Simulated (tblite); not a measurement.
Compound: C10H5F3N4.
SMILES with atom numbers: `[F:1][C:2]([F:3])([F:4])[C:5]1=[C:6]2[N:7]=[CH:8][CH:9]=[C:10]3[N:11]=[CH:12][CH:13]=[C:14]([N:15]=[CH:16]1)[N:17]23` (hydrogens: H18 on C8; H19 on C9; H20 on C12; H21 on C13; H22 on C16)

Computed with GFN2-xTB (tblite), gas phase: L-BFGS steps from a force-field or distance-geometry start until the largest atomic force falls under 0.01 eV/Å.

Step 0: E = -1355.9716 eV
```
atom  x, y, z in Å  |  force x, y, z in eV/Å
F1      3.8769   -0.0859   -1.1359   -0.733   0.886   1.522
C2      3.1616    0.2148    0.0297    0.993  -0.060   0.609
F3      3.1910    1.5614    0.3338    0.943  -2.124  -0.785
F4      3.8734   -0.4371    1.0473   -0.476   0.903  -1.139
C5      1.7891   -0.3504   -0.0262    1.575  -2.614  -0.468
C6      0.7249    0.4373    0.0471   -3.921   4.539   0.529
N7      0.8685    1.8619    0.2099   -0.526  -1.873  -0.264
C8     -0.1586    2.6432    0.3007   -1.679  -1.769  -0.269
C9     -1.5293    2.1320    0.2309    0.899   3.272   0.431
C10    -1.7256    0.8341    0.0838   -1.025  -4.625  -0.594
N11    -3.0144    0.2362    0.0009    1.180   0.330   0.072
C12    -3.1745   -1.0475   -0.1439    2.028   0.070   0.060
C13    -2.0305   -1.9599   -0.2333   -2.747  -0.133  -0.106
C14    -0.7974   -1.4653   -0.1811    3.552   1.459   0.285
N15     0.3595   -2.2697   -0.2623   -0.566   0.752   0.098
C16     1.5658   -1.7907   -0.1884   -1.119   1.354   0.019
N17    -0.6063   -0.0439   -0.0113    0.596  -0.695  -0.091
H18    -0.0217    3.6997    0.4197    0.322   0.111   0.023
H19    -2.4034    2.7987    0.3059    0.707  -0.396  -0.050
H20    -4.1789   -1.4552   -0.1933    0.187   0.292   0.020
H21    -2.1866   -3.0239   -0.3627    0.043   0.246   0.049
H22     2.4057   -2.4705   -0.2720   -0.235   0.076   0.051
```

Task: Estimate the geometry and energy of step 1. (The exact step hangs on the optimiser's Hessian estimate; all steps are aligned on step 0, rigid shifts and turns removed.)

Result: E = -1356.9258 eV, largest force 1.904 eV/Å
```
atom  x, y, z in Å  |  force x, y, z in eV/Å
F1      3.8664   -0.0732   -1.1141   -0.191   0.706   0.764
C2      3.1758    0.2140    0.0384    0.062  -0.636   0.244
F3      3.2045    1.5310    0.3226    0.742  -1.140  -0.537
F4      3.8666   -0.4242    1.0310    0.114   0.449  -0.358
C5      1.8116   -0.3877   -0.0329   -1.803   0.394  -0.100
C6      0.6689    0.5021    0.0546    0.854   0.572   0.101
N7      0.8610    1.8351    0.2061   -0.385  -1.597  -0.212
C8     -0.1825    2.6179    0.2968   -1.703   0.612   0.016
C9     -1.5164    2.1788    0.2371    0.637  -1.620  -0.148
C10    -1.7402    0.7681    0.0754   -0.271   0.092  -0.037
N11    -2.9975    0.2409    0.0019    1.434   1.088   0.157
C12    -3.1455   -1.0465   -0.1430    0.437  -1.592  -0.154
C13    -2.0698   -1.9618   -0.2348    0.520   1.252   0.071
C14    -0.7466   -1.4445   -0.1771    0.362  -0.291   0.055
N15     0.3514   -2.2590   -0.2609   -1.863   0.391   0.045
C16     1.5499   -1.7713   -0.1881    1.231   1.235   0.041
N17    -0.5978   -0.0538   -0.0126   -0.472  -0.240  -0.041
H18    -0.0171    3.7013    0.4201    0.212  -0.701  -0.072
H19    -2.3933    2.7930    0.3052    0.125   0.158   0.017
H20    -4.1762   -1.4510   -0.1930    0.690   0.508   0.053
H21    -2.1860   -3.0204   -0.3620   -0.082   0.001   0.016
H22     2.4023   -2.4694   -0.2713   -0.649   0.361   0.079
```

The energy changes by -0.9542 eV. The first-order estimate −F·Δx gives -1.9629 eV and the mean of the old and new forces, exact on a quadratic surface, -1.0257 eV. The step makes an angle of 0° with the force vector and moves no atom by more than 0.086 Å.

What follows is the cost of the whole relaxation. Hardware: an Arm Neoverse V1 with one thread, shared host with 32 logical CPUs at a one-minute load of 25. Cost: 0.38 s of wall time.
